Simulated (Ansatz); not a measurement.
A nudged elastic band was laid between two geometries of C$_{2}$H$_{9}$BSSi (14 atoms, charge 0, multiplicity 1).

Theory: RKS B3LYP/def2-SVP (Ansatz).

* movable images: 9
* climbing image: yes
* spring: 5.0 eV/Å²
* optimiser: quadratic models (default)
* start path: through a guess of the saddle point
* force threshold: 0.05 eV/Å
* iteration limit: 60
* end points: relaxed

Initial state:

```xyz
14
Properties=species:S:1:pos:R:3
C -1.351 1.253 0.213
B 0.117 0.728 0.452
S 0.994 0.987 2.018
C 0.905 -0.040 -0.672
Si 0.539 -1.904 -0.688
H -1.905 1.529 1.123
H -1.954 0.526 -0.358
H -1.291 2.158 -0.422
H 0.006 1.599 2.712
H 0.612 0.331 -1.671
H 2.001 0.057 -0.581
H 1.223 -2.551 -1.848
H 1.020 -2.549 0.568
H -0.928 -2.153 -0.814
```

Final state:

```xyz
14
Properties=species:S:1:pos:R:3
C -1.540 1.339 0.063
B -0.117 0.798 0.481
S 0.360 1.042 2.211
C 0.815 0.062 -0.549
Si 0.563 -1.820 -0.544
H -2.167 1.697 0.894
H -2.104 0.571 -0.493
H -1.405 2.181 -0.642
H 1.598 0.494 2.181
H 0.601 0.396 -1.581
H 1.889 0.228 -0.356
H 1.371 -2.449 -1.631
H 0.994 -2.403 0.762
H -0.873 -2.165 -0.767
```

Which bonds break or form, and what moves?

No bond is made or broken.

What energy profile does the band end with?

It converged. The highest image is number 5 of 0 to 10, 0.63 eV above the first end and 0.63 eV above the last; the last end lies 0.01 eV below the first. Beside the main top the profile has a ripple of under 15 meV (maxima at images 5, 8), which may be a very shallow well or noise. A vibrational analysis at the climbing image gives one clearly imaginary mode, 455i cm⁻¹: a first-order saddle point.

| image | path coordinate (Å) | energy (eV) |
| --- | --- | --- |
| 0 | 0.00 | 0.00 |
| 1 | 0.99 | 0.01 |
| 2 | 1.97 | 0.01 |
| 3 | 2.96 | 0.01 |
| 4 | 3.94 | 0.20 |
| 5 | 4.93 | 0.63 |
| 6 | 5.76 | 0.27 |
| 7 | 6.60 | 0.02 |
| 8 | 7.44 | 0.02 |
| 9 | 8.27 | 0.00 |
| 10 | 9.11 | -0.01 |

What is the geometry of the highest image?


```xyz
14
Properties=species:S:1:pos:R:3
C -1.447 1.352 0.162
B 0.004 0.816 0.414
S 0.759 1.061 2.140
C 0.861 0.133 -0.690
Si 0.634 -1.759 -0.663
H -1.378 2.459 0.160
H -2.134 1.115 0.991
H -1.897 1.045 -0.795
H 0.359 -0.164 2.555
H 0.563 0.439 -1.709
H 1.943 0.293 -0.551
H 1.474 -2.378 -1.730
H 1.040 -2.323 0.656
H -0.793 -2.119 -0.912
```

The run took 5.1 min on 2 threads of AMD EPYC 9R45 96-Core Processor (Zen 5) (shared host), peak memory 0.35 GiB.
